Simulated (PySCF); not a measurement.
# [NdH2]+ at several levels of theory

Computed with PySCF 2.14.0 (density fitting, no spin-orbit coupling) at the geometry relaxed with PBE0:

```xyz
3
[NdH2]+ (singlet in the valence; each metal's 4f electrons, 3 of them, lie in its core potential, out of spins and levels)
Nd    0.0000    0.0000   -0.1682
H     1.5796    0.0000    0.9889
H    -1.5796    0.0000    0.9889
```

| level | basis | state | HOMO (eV) | gap (eV) | charge on Nd1 (e) | population of f-type functions on Nd1 (polarisation alone where 4f lies in the core) | dipole about the centre of mass (D) | largest force component (eV/Å) |
| --- | --- | --- | --- | --- | --- | --- | --- | --- |
| PBE0 | Nd lcecp-1-SVP with ECP49, H def2-SVP | singlet | -12.62 | 5.02 | 1.19 | 0.02 | 4.14 | 0.00 |
| PBE0 | Nd lcecp-1-TZVP with ECP49, H def2-TZVP | singlet | -12.58 | 5.03 | 1.29 | 0.02 | 4.25 | 0.06 |

In the lcecp rows the 4f levels are missing from HOMO and gap, and the state counts the valence alone.

Charges are Mulliken's, which hang on the basis. The relaxation used the grid (50, 194), these runs (75, 302) or, all-electron (x2c bases, spin-free X2C Hamiltonian), (99, 590).

Q: A further run in the first row's basis gives HOMO (eV) -12.05, gap (eV) 4.13, charge on Nd1 (e) 1.25, population of f-type functions on Nd1 (polarisation alone where 4f lies in the core) 0.02, dipole about the centre of mass (D) 4.21, largest force component (eV/Å) 0.08. Which level was it?
A. TPSSh
B. PBE

A: A. The others give HOMO -11.48 eV (PBE).

In the first row's basis the gap widens with exact exchange: 3.0 eV for PBE (none); 4.1 to 5.0 eV for TPSSh, PBE0 (a fixed share).

An lcecp potential fixes the number of 4f electrons, so in runs with it no electron can move into or out of that shell.
